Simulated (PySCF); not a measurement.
Isomers of C9H7ClO, from PBE0-D3(BJ)/def2-SVP geometry optimisation, gas phase in PySCF 2.14.0. One conformer each, no zero-point energy, no frequencies.

Question: Which isomer lies lower at this level?
A. `O=C1CCC2=C(Cl)C=CC=C12`: A = 1696, B = 776.5, C = 536.3 MHz, dipole 1.95 D
B. `[CH2:1]=[CH:2][c:3]1[cH:4][cH:5][c:6]([Cl:7])[c:8](=[O:9])[cH:10][cH:11]1` with C1–C2–C3–C4 -24°: A = 2102, B = 562.2, C = 445.7 MHz, dipole 5.26 D

Answer: A. That is `O=C1CCC2=C(Cl)C=CC=C12`, 55.7 kcal/mol below the other.

| SMILES | mapped SMILES | E (Eh) | relative (kcal/mol) | relative (kJ/mol) | dipole (D) |
| --- | --- | --- | --- | --- | --- |
| O=C1CCc2c(Cl)cccc21 | [O:1]=[C:2]1[CH2:3][CH2:4][c:5]2[c:6]([Cl:7])[cH:8][cH:9][cH:10][c:11]21 | -881.54526 | 0.0 | 0.0 | 1.95 |
| C=Cc1ccc(Cl)c(=O)cc1 | [CH2:1]=[CH:2][c:3]1[cH:4][cH:5][c:6]([Cl:7])[c:8](=[O:9])[cH:10][cH:11]1 | -881.45652 | 55.7 | 233.0 | 5.26 |
